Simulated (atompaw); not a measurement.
## Logarithmic derivatives: mercury, PAW (atompaw)

- Element: mercury (Hg)
- Generator: atompaw 4.2.0.5
- Type: PAW
- Functional: PBE
- Relativity: scalar-relativistic
- Frozen core: [Xe] 4f14
- Valence charge: 12
- Reference configuration: 5d10 6s1 6p1
- Partial waves: 6s (bound): rc 2.20 bohr; 6s channel at 0.05 Ry: rc 2.20 bohr; 6p (bound): rc 3.00 bohr; 6p channel at 1.4 Ry: rc 3.00 bohr; 5d (bound): rc 3.00 bohr; 5d channel at 1.8 Ry: rc 1.95 bohr
- Local potential: ultrasoft scheme with l = 3 at 0 Ry, radius 2.45 bohr
- Core correction: smooth core density matched at 2.65 bohr
- Augmentation charge: sinc compensation charge, radius 2.20 bohr; PAW radius 3.00 bohr; waves and projectors: custom rrkj vanderbiltortho

The phase is arctan(r·u′/u) with u = r·R(r), unwrapped; energies in Ry, scanned from -3 to 5 Ry. A pole is an energy at which the radial function vanishes at the test radius. The pseudo phase is shifted by a multiple of π to meet the all-electron one at the reference energy, and phase errors are pseudo minus all-electron; the curves can meet again beyond the range given. Levels narrower than the energy grid can be missing from the lists of poles.

```json
{"channel": "s", "radius (bohr)": "3.02", "reference energy (Ry)": "-0.62", "poles, all-electron": "0.23", "poles, pseudo": "0.23, 3.29", "unbroken range about the reference energy with phases within 0.05 rad": "below 2.5", "phase error 1 Ry above the reference energy (rad)": "-0.000"}
{"channel": "p", "radius (bohr)": "3.02", "reference energy (Ry)": "-0.15", "poles, all-electron": "1.53", "poles, pseudo": "1.53, 4.69", "unbroken range about the reference energy with phases within 0.05 rad": "below 3.4", "phase error 1 Ry above the reference energy (rad)": "-0.000"}
{"channel": "d", "radius (bohr)": "3.02", "reference energy (Ry)": "-0.88", "poles, all-electron": "-0.78, 3.73", "poles, pseudo": "-0.77, 3.91", "unbroken range about the reference energy with phases within 0.05 rad": "the whole range", "phase error 1 Ry above the reference energy (rad)": "+0.006"}
```

Phases in the d channel:

| E (Ry) | all-electron | pseudo |
| --- | --- | --- |
| -3.00 | 1.377 | 1.379 |
| -2.52 | 1.358 | 1.360 |
| -2.04 | 1.329 | 1.331 |
| -1.56 | 1.273 | 1.277 |
| -1.08 | 0.952 | 0.960 |
| -0.60 | -1.716 | -1.714 |
| -0.12 | -1.855 | -1.850 |
| 0.36 | -1.987 | -1.980 |
| 0.84 | -2.263 | -2.252 |
| 1.32 | -3.133 | -3.122 |
| 1.80 | -4.135 | -4.135 |
| 2.28 | -4.455 | -4.453 |
| 2.76 | -4.586 | -4.580 |
| 3.24 | -4.660 | -4.651 |
| 3.72 | -4.711 | -4.697 |
| 4.20 | -4.754 | -4.733 |
| 4.68 | -4.796 | -4.764 |
